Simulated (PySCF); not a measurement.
C5H7FO.
Structure used (GFN2-xTB), in Å, numbered top down from 1:
```xyz
14
C5H7FO angstrom
C      3.2542    0.1092    0.3893
C      1.9854    0.4245    0.5919
O      0.9719   -0.3278    0.0910
C     -0.2992    0.0617    0.3427
C     -1.3430   -0.6209   -0.1115
C     -2.7608   -0.2276    0.1431
F     -2.8497    0.9135    0.9010
H      3.5281   -0.7589   -0.1817
H      4.0412    0.7158    0.7931
H      1.6881    1.2968    1.1670
H     -0.4242    0.9623    0.9356
H     -1.2068   -1.5141   -0.6995
H     -3.2895   -0.0225   -0.7969
H     -3.2963   -1.0124    0.6928
```

Method used: PBE0/def2-SVPD in PySCF (dipole) on a GFN2-xTB geometry, gas phase.

Masses are those of the commonest isotopes; rigid-rotor values at the optimised geometry. The values belong to one conformer with, in the numbering `[CH2:1]=[CH:2][O:3]/[CH:4]=[CH:5]/[CH2:6][F:7]`, C1–C2–O3–C4 180°, C2–O3–C4–C5 180°, C4–C5–C6–F7 0°.

Problem. Give the principal moments of inertia and the rotational constants in GHz.

Solution. Ia = 45.69, Ib = 508.01, Ic = 550.48 u·Å²; 505379 MHz·u·Å²/I gives 11062, 994.8 and 918.1 MHz, that is A = 11.062, B = 0.9948, C = 0.9181 GHz.

Problem. What kind of rotor is it?

Solution. A near-prolate asymmetric top: κ = (2 × 994.8 − 11062 − 918.1)/(11062 − 918.1) = -0.98.

Problem. What does the inertial defect say?

Solution. Not planar: Δ = Ic − Ia − Ib = -3.22 u·Å². For a rigid frame Δ = −2 Σ m c², so Σ m c² = 1.61 u·Å² lies off the ab plane, practically all of it from hydrogen. The atom farthest from that plane is 0.90 Å away.

Problem. Which lines would a microwave search look for?

Solution. The dipole components are |μa| = 0.07 D, |μb| = 0.55 D, |μc| = 0.00 D; the mirror of this Cs structure is the ab plane, so μc vanishes by symmetry and there are no c-type lines. Intensities carry the squares of the components, which stand as 0.02 : 1.00 (a : b). Some of the stronger lines:

```json
{"type": "b", "branch": "Q", "J(Ka,Kc)": "1(1,0) ← 1(0,1)", "MHz": "10144", "lower level (cm⁻¹)": "0.064"}
{"type": "b", "branch": "Q", "J(Ka,Kc)": "2(1,1) ← 2(0,2)", "MHz": "10221", "lower level (cm⁻¹)": "0.191"}
{"type": "b", "branch": "R", "J(Ka,Kc)": "1(1,1) ← 0(0,0)", "MHz": "11980", "lower level (cm⁻¹)": "0.000"}
{"type": "b", "branch": "R", "J(Ka,Kc)": "2(1,2) ← 1(0,1)", "MHz": "13816", "lower level (cm⁻¹)": "0.064"}
{"type": "b", "branch": "Q", "J(Ka,Kc)": "2(2,0) ← 2(1,1)", "MHz": "30202", "lower level (cm⁻¹)": "0.532"}
{"type": "b", "branch": "Q", "J(Ka,Kc)": "2(2,1) ← 2(1,2)", "MHz": "30432", "lower level (cm⁻¹)": "0.525"}
{"type": "b", "branch": "R", "J(Ka,Kc)": "2(2,1) ← 1(1,0)", "MHz": "34104", "lower level (cm⁻¹)": "0.402"}
{"type": "b", "branch": "R", "J(Ka,Kc)": "2(2,0) ← 1(1,1)", "MHz": "34181", "lower level (cm⁻¹)": "0.400"}
```

Problem. Estimate the classical rotational partition function at 10 K, 25 K and 200 K.

Solution. Point group Cs, symmetry number σ = 1; q = (√π/σ)·√((kT/h)³/(ABC)), k/h = 20836.6 MHz/K: 1680 at 10 K, 6630 at 25 K, 150000 at 200 K.

Not checked by GFN2-xTB frequencies. No vibrational averaging or centrifugal distortion is included, and the geometry carries the error of its method.
